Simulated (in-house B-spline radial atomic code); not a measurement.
Configurations of Nb4+, with energies counted from [Kr] 4d1. Computed with a B-spline radial code for spherical atoms: scalar-relativistic (X2C) SCAN, spin-polarised, spherical fractional occupations, Fermi nucleus of rms radius 4.324 fm. Shells without spins written out take the highest spin.

Occupations are held fixed; configurations that lie above the ionisation limit could autoionise.

```json
{"configuration": "[Kr] 5f(1 up, 0 down)", "E - E(ref) (eV)": "34.714", "highest orbital": "5f up", "its <r> (bohr)": "5.387"}
{"configuration": "[Ar] 3d10 4s2 4p(3 up, 2 down) 4d(1 up, 0 down) 5s(0 up, 1 down)", "E - E(ref) (eV)": "45.888", "highest orbital": "5s down", "its <r> (bohr)": "2.575"}
{"configuration": "[Ar] 3d10 4s2 4p(2 up, 3 down) 4d(1 up, 0 down) 5f(1 up, 0 down)", "E - E(ref) (eV)": "72.613", "highest orbital": "5f up", "its <r> (bohr)": "5.286"}
{"configuration": "[Ar] 3d9 4s2 4p6 4d2", "E - E(ref) (eV)": "209.91", "highest orbital": "4d up", "its <r> (bohr)": "1.512"}
{"configuration": "[Ar] 3d9 4s2 4p6 4d1 5p1", "E - E(ref) (eV)": "228.73", "highest orbital": "5p up", "its <r> (bohr)": "2.824"}
{"configuration": "[Ar] 3d9 4s2 4p6 4d1 5f1", "E - E(ref) (eV)": "248.13", "highest orbital": "5f up", "its <r> (bohr)": "5.184"}
```

(1) Order these further configurations by energy, lowest first.
A. [Kr] 5d(1 up, 0 down)
B. [Ar] 3d10 4s2 4p5 4d1 5d1
C. [Ar] 3d9 4s2 4p6 4d1 4f1
D. [Ar] 3d10 4s2 4p5 4d1 4f1
E. [Ar] 3d10 4s2 4p5 4d1 5s1

(2) How far above the reference does [Kr] 5p1 lie?

(3) How far above the reference does [Ar] 3d10 4s2 4p5 4d1 5f1 lie?

Answers

(1) A (25.573 eV), E (45.036 eV), B (62.088 eV), D (62.771 eV), C (239.72 eV).

(2) 15.967 eV; its least bound orbital is 5p up with <r> = 2.919 bohr.

(3) 71.223 eV; its least bound orbital is 5f up with <r> = 5.242 bohr.
